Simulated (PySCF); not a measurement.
**MgTl and its ions**

r²SCAN; Mg aug-cc-pVDZ, Tl aug-cc-pVDZ-PP with ECP60; scalar-relativistic core potentials (PySCF 2.14). Neutral (UKS): doublet (π ↑), Re = 2.989 Å, ωe = 153 cm⁻¹, De = 0.49 eV, HOMO -3.18 eV, LUMO -2.65 eV.

MgTl⁺ (UKS): singlet (closed shell), Re = 3.315 Å, ωe = 126 cm⁻¹. The energies at the minima are -372.62586 hartree for MgTl and -372.43526 for MgTl⁺.

**Question.** Work out the adiabatic ionisation energy, without and with harmonic zero-point energies (1 hartree = 27.2114 eV, 1 eV = 8065.5 cm⁻¹), and the change of the bond length.

**Answer.** At r²SCAN: 0.19060 hartree = 5.186 eV between the minima; the zero-point term (126.0 − 153.0)/2 cm⁻¹ = -0.002 eV makes it 5.185 eV. Re changes by +32.6 pm against the neutral. The electron leaves a π orbital, and the longer bond of the ion fits a bonding orbital, or a change in how ionic the bond is.

Closed-shell solutions of metal pairs were not tested for spin polarisation, which can lower them a little. Weak bonds: MgTl. Basis-set superposition, not corrected here, can be much of De in a small basis, most of all at correlated wavefunction levels. Spin–orbit coupling is left out, which matters for elements this heavy, above all for dissociation energies. States were picked by a PBE0 search and need not be the measured ground states.
